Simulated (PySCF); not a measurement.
## Ionisation energy of Bi(45+) by level of theory

Bi(45+) [Kr] 4d2 [4d3/2^2, M_J = 2] → Bi(46+) [Kr] 4d1 [4d3/2^1, M_J = 3/2], as a difference of total energies. Computed with PySCF 2.14 in an even-tempered Gaussian basis (16 s from 6 bohr⁻², ratio 2.8; 14 p from 7.8 bohr⁻², ratio 2.8; 9 d from 7.8 bohr⁻², ratio 2.8; 3 f from 29 bohr⁻², ratio 3), with the two-component X2C-1e Hamiltonian. Correlated levels: [Ar] 3d10 frozen; the 96 highest virtual spinors dropped. "Screened" scales the spin-orbit matrix elements by Boettger's factors to mimic the two-electron term; Breit and QED terms are absent.

```tsv
method	ionisation energy (eV)
GHF (spin-free)	2304.3
GMP2 (spin-free)	2304.1
GHF (screened spin-orbit)	2323.3
GMP2 (screened spin-orbit)	2323.2
```

Breit and QED terms and the two-electron picture change are absent.

The spin-free rows relax to the high-spin LS determinant and lack the spin-orbit shift.

The labels give the starting determinants; with spin-orbit coupling the two ends relaxed to ⟨J²⟩ = 6.01, ⟨L²⟩ = 10.19, ⟨S²⟩ = 1.61 and ⟨J²⟩ = 3.75, ⟨L²⟩ = 6.14, ⟨S²⟩ = 0.89.

For comparison: 2321 ± 4 eV (theoretical estimate listed by NIST; NIST Atomic Spectra Database, ionization energies).
